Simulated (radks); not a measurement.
Spherical quantum dot in the effective-mass picture: electrons in a parabolic well V = omega^2 r^2 / 2 with omega = 0.125, with a point charge +1 (a donor) at the centre, all in effective atomic units (hartree* = m*/eps^2 hartree, bohr* = eps/m* bohr), one dielectric constant everywhere. Method: non-relativistic Kohn-Sham, exchange-only LDA, spin-polarised, spherical densities; computed with a radial shooting solver with Libxc functionals. Levels are named by radial order and angular momentum (1s, 1p, 1d, 2s, ...), and open shells are averaged over m. Results are scaled to m* = 0.14 and eps = 16.6, for which hartree* = 13.82 meV and bohr* = 6.275 nm.

N = 15, configuration 1s2 1p6 1d(up 5, down 0) 2s2. This is the lowest configuration that the search found. Occupied and some empty levels:

level    occupation  eigenvalue (meV)  <r> (nm)
1s up             1            28.002     26.53
1s down           1            28.115     19.29
1p up             3            28.715     46.07
2s up             1            28.886     35.80
1p down           3            29.192     44.87
2s down           1            29.233     41.21
1d up             5            29.299     49.87
1d down           0            29.810     49.71
1f up             0            30.017     53.01
1f down           0            30.534     53.37
2p up             0            30.649     44.52
1g up             0            30.847     55.82
2p down           0            30.951     44.54
1g down           0            31.352     56.47

Energy (meV): total 239.745, kinetic 20.949, external 40.772, Hartree 203.05, exchange-correlation -25.023.
